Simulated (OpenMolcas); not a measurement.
Computed levels of 5d in ions with 69 electrons, in cm-1 above 2D 3/2.

| Property | Result |
| --- | --- |
| Program | OpenMolcas |
| Method | SS-RASPT2, IPEA 0.25 Eh, imaginary shift 0.1 Eh |
| Basis | ANO-RCC-VQZP |
| Scalar Hamiltonian | DKH2, point nucleus |
| Spin-orbit coupling | RASSI with atomic mean-field integrals over the reference wave functions, term energies averaged over their components |

Active space for each ion: 7 electrons in 8 orbitals (RAS1 5p, at most 2 holes; RAS2 5d); closed shells correlated by CASPT2: 5s.

```json
{"Level": "2D 5/2", "Hf3+": "5798", "W5+": "9479", "Re6+": "11646", "Os7+": "13974"}
```

Estimate 2D 5/2 for Ta4+ from its neighbours Hf3+ and W5+.

2D 5/2 is fine structure, which grows about as the fourth power of a screened charge, so the fourth roots are averaged: ((5798^0.25 + 9479^0.25) / 2)^4 = 7470. The calculation gives 7594, so the estimate is off by -1.6 %.

Active for correlation alone: 5p; no level in the range computed is led by a configuration that opens it, so any true level of that kind is missing. Only configurations of the active space appear.
